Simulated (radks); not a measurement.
Spherical quantum dot in the effective-mass picture: electrons in a hard-walled sphere of radius 2.7, all in effective atomic units (hartree* = m*/eps^2 hartree, bohr* = eps/m* bohr), one dielectric constant everywhere. Calculated with a radial shooting solver with Libxc functionals: non-relativistic Kohn-Sham, LDA (Slater exchange, Perdew-Wang correlation), spin-polarised, spherical densities. Levels are named by radial order and angular momentum (1s, 1p, 1d, 2s, ...), and open shells are averaged over m. Results are scaled to m* = 0.035 and eps = 7.3, for which hartree* = 17.87 meV and bohr* = 11.04 nm.

N = 18, configuration 1s2 1p6 1d10. This is the lowest configuration that the search found. Occupied and some empty levels:

level,occupation,eigenvalue (meV),<r> (nm)
1s,2,168.31,18.74
1p,6,175.94,19.98
1d,10,188.14,20.89
1f,0,204.30,21.60
2s,0,207.58,13.63
2p,0,230.08,15.67

Energy (meV): total 1892.96, kinetic 636.27, external 0, Hartree 1436.6, exchange-correlation -179.91.
